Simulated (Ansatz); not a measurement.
Reaction (ligand exchange at the Se–Si bond): `F[SiH](F)[SeH]` + `OPO` → `OP(O)[SeH]` + `F[SiH2]F`

Isolated molecules relaxed with PBE0-D4/def2-TZVP in Ansatz; ΔE leaves out vibrations. CBS: MP2 limit from def2 TZ/QZ plus the TZ coupled-cluster correction, frozen cores. This one scheme is used for every species. DFT in def2-TZVPP. For Se outer-core shells are correlated without core-valence functions, which leaves a few kJ/mol of doubt a bond. Scalar relativity is left out up to krypton. One conformer a species, not always the lowest.

```
             level  ΔE (eV)
           ωB97X-V     0.39
              PBE0     0.34
     CCSD/def2-SVP     0.43
CCSD(T)/def2-TZVPP     0.37
```

What does CCSD(T)/CBS give? (An estimate is asked.)

Computed: +0.36 eV. The listed levels differ from it by 0.03, -0.02, 0.07, 0.01 eV.

Largest T1 diagnostic among the species: 0.013.

At CCSD(T), def2-SVP lies +0.05 eV from the extrapolated value and def2-TZVPP +0.02 eV. From BLYP to BHLYP (50 % exact exchange), in def2-TZVPP and without D4, ΔE moves by +0.12 eV. Leaving LDA and LC-ωPBE aside and taking each functional with its dispersion term where it has one, the values, not all of them listed here, spread over 0.17 eV, from BLYP-D4 to ωB97X-V.
